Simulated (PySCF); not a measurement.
# Correlation energy of Mg (magnesium, neutral)

[Ne] 3p2, high-spin 3P determinant (an excited configuration). Computed with PySCF 2.14 in def2-TZVPPD, with no relativity, point nucleus. Frozen: 1s2; 10 electrons correlated.

```
  level  correlation energy (mhartree)
   CCSD                        -172.01
    (T)                          -1.22
CCSD(T)                        -173.23
```

Diagnostics: T1 = 0.0048, D1 = 0.0119, largest double amplitude 0.116.

Q: Is a single reference adequate?

A: Mostly. T1 lies below 0.03, but a double amplitude of this size points to a near-degeneracy that CCSD handles and MP2 describes poorly.

This basis was not built for core-valence correlation, so the inner-shell part is incomplete.
